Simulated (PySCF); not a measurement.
These 3 structures share the formula C9H10. Level of theory: PBE0-D3(BJ)/def2-SVP geometry optimisation, gas phase (PySCF 2.14.0). One conformer each; no zero-point energy, no entropy. No frequencies were run at this level. Point groups hold within 0.08 Å.

**Question.** Rank from lowest to highest electronic energy at this level (kcal/mol).
A. `[CH2:1]=[CH:2][CH2:3][c:4]1[cH:5][cH:6][cH:7][cH:8][cH:9]1` with C1–C2–C3–C4 -120°, C2–C3–C4–C5 51°
B. `[cH:1]1[cH:2][cH:3][c:4]([CH:5]2[CH2:6][CH2:7]2)[cH:8][cH:9]1` with C3–C4–C5–C6 -144°
C. `[CH2:1]=[CH:2][c:3]1[cH:4][cH:5][cH:6][cH:7][c:8]1[CH3:9]` with C1–C2–C3–C4 25°

**Answer.** C (0.0), B (3.5), A (4.2).

Neighbours under 2.5 kcal/mol apart (c1ccc(C2CC2)cc1 and C=CCc1ccccc1) can change places with a better method, another conformer or zero-point energy.

| SMILES | E (Eh) | E rel (kcal/mol) | dipole (D) | point group | A, B, C (MHz) |
| --- | --- | --- | --- | --- | --- |
| C=Cc1ccccc1C | -348.30852 | 0.0 | 0.42 | C1 | 2508, 1539, 966.8 |
| c1ccc(C2CC2)cc1 | -348.30287 | 3.5 | 0.53 | Cs | 4245, 1107, 943.3 |
| C=CCc1ccccc1 | -348.30180 | 4.2 | 0.16 | C1 | 4213, 985.2, 833.0 |

**Question.** As an exercise, what shares would exp(−E/RT) give at 1000 K from these electronic energies alone (no entropy, no degeneracies)?

**Answer.** RT = 1.987 kcal/mol: C=Cc1ccccc1C 77.7 %, c1ccc(C2CC2)cc1 13.0 %, C=CCc1ccccc1 9.3 %.
